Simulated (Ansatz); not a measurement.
Coupled-cluster run, CH4As (`C[AsH]`) radical.

```yaml
crystal:
  periodic: [false, false, false]
  atoms:
    - {symbol: C, position_ang: [0.022257, -0.363378, -0.429259]}
    - {symbol: As, position_ang: [0.319352, 0.121306, 1.453799]}
    - {symbol: H, position_ang: [-1.034123, -0.264496, -0.684507]}
    - {symbol: H, position_ang: [0.333222, -1.396047, -0.584752]}
    - {symbol: H, position_ang: [0.601589, 0.288538, -1.085162]}
    - {symbol: H, position_ang: [-0.200197, 1.550077, 1.283781]}
basis:
  gaussian: {orbitals: def2-SVP}
magnetization: {spin_polarized: true, initial_magnetization: 1}
correlation: {method: ccsd_t}
scf: {omitted_lower_state_checks: [cluster_reference]}
```

```sh
$ ansatz run in.yaml --threads 2 --pin off --events-out ev --progress --plain
```

The program prints (abridged):

```
Functional definition: HF
671 factors; integrals over basis functions are off by at most 1.1e-3 eV
mean field evaluation 1: about -61879.4001 eV, gradient 1.3e1 eV
mean field evaluation 2: about -61879.4168 eV, gradient 1.3e1 eV
mean field evaluation 4: about -61880.5820 eV, gradient 1.7e0 eV
mean field evaluation 8: about -61880.6118 eV, gradient 1.7e-1 eV
mean field -61880.61232692 eV, -2274.0705588288 hartree, gradient 6.7e-6 eV, S^2 0.763621; 0 other end points of the search recorded, 0 dependent functions left out
10 core orbitals not correlated: weight in the atoms' cores, before any rotation towards them, 1.000 or more for the frozen orbitals, at most 0.000 for the correlated occupied ones
reference -61880.61232692 eV, -2274.0705588288 hartree; 12, 11 occupied and 44, 45 virtual orbitals, 671 factors
second order -9.93677390 eV of doubles, -0.00000000 eV of singles
cycle   1  -10.26760559 eV  change   -3.3e-1 eV  update   7.0e-2
cycle   2  -10.60008514 eV  change   -3.3e-1 eV  update   2.3e-2
cycle   3  -10.63367144 eV  change   -3.4e-2 eV  update   9.0e-3
cycle   4  -10.63529345 eV  change   -1.6e-3 eV  update   2.7e-3
cycle   5  -10.63496372 eV  change    3.3e-4 eV  update   7.9e-4
cycle   6  -10.63478898 eV  change    1.7e-4 eV  update   2.7e-4
cycle   7  -10.63480888 eV  change   -2.0e-5 eV  update   8.4e-5
cycle   8  -10.63481856 eV  change   -9.7e-6 eV  update   2.9e-5
cycle   9  -10.63481573 eV  change    2.8e-6 eV  update   1.2e-5
perturbative correction -0.28362263 eV, -0.0104229394 hartree
Total energy: -61891.53076528 eV, -2274.4718040378 hartree
Checks for a lower state left out: cluster_reference
```

It took 2.9 s on 2 threads of a server CPU on a shared host, with 0.28 GiB of host memory at the peak.

MP2 recovers 91.0 % of the CCSD(T) correlation energy and the triples give 2.6 %; T1 = 0.0090.
